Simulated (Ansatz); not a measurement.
`CB[SiH2]Cl`. Total charge 0; spin multiplicity 1. The structure was optimised at the PBE0-D4/def2-TZVP level. It is one conformer, not always the lowest.

```xyz
10

C     0.324   -1.489   -0.447
B     0.572    0.042   -0.451
Si   -0.542    1.265    0.697
Cl   -0.329    3.265    0.219
H    -0.263   -1.891    0.380
H    -0.270   -1.655   -1.364
H     1.231   -2.083   -0.586
H     1.413    0.496   -1.173
H    -0.143    1.105    2.124
H    -1.993    0.945    0.600
```

**Question.** What is the dipole moment at PBE/def2-TZVPP? (Best estimate.)

**Answer.** Computed: 2.47 D, with components (0.14, -2.45, -0.30) D in this frame, pointing from negative to positive charge.

**Question.** And with r2SCAN, B3LYP, ωB97M-V? (Best estimate.)

**Answer.** Computed: r2SCAN 2.51 D, B3LYP 2.47 D, ωB97M-V 2.47 D.

**Question.** Give the Mulliken charges with PBE, B3LYP, r2SCAN in def2-TZVPP. (Best estimate.)

**Answer.** Ansatz gave: 
| atom | PBE | B3LYP | r2SCAN |
| --- | --- | --- | --- |
| C1 | -0.29 | -0.28 | -0.20 |
| B2 | 0.04 | 0.03 | 0.04 |
| Si3 | 0.25 | 0.30 | 0.36 |
| Cl4 | -0.24 | -0.27 | -0.27 |
| H5 | 0.10 | 0.10 | 0.06 |
| H6 | 0.11 | 0.10 | 0.07 |
| H7 | 0.12 | 0.11 | 0.08 |
| H8 | 0.03 | 0.05 | 0.02 |
| H9 | -0.06 | -0.07 | -0.08 |
| H10 | -0.06 | -0.07 | -0.08 |

B3LYP here is the variant with VWN-RPA as its local correlation; programs differ in this.
